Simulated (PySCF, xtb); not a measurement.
Sn(Me)2(Cl) (C₂H₆ClSn), SMILES [CH3][Sn+]([CH3])[Cl], charge +1.

GFN2-xTB run with xtb at its own geometry gives an orbital gap of 2.73 eV.

Geometry: PBE0-D3(BJ)/def2-SVP. The spin state was assumed, not searched. The isomer is the one that the SMILES or the coordinates give; other isomers of the formula were not compared. The def2 effective core potentials stand for the cores of Sn; spin–orbit coupling is left out.

**Question.** What does PBE0/def2-TZVP run with PySCF give? (The exact figures need the calculation; the answer reports its results.)

**Answer.** gap 5.76 eV (levels -13.54 and -7.78 eV).
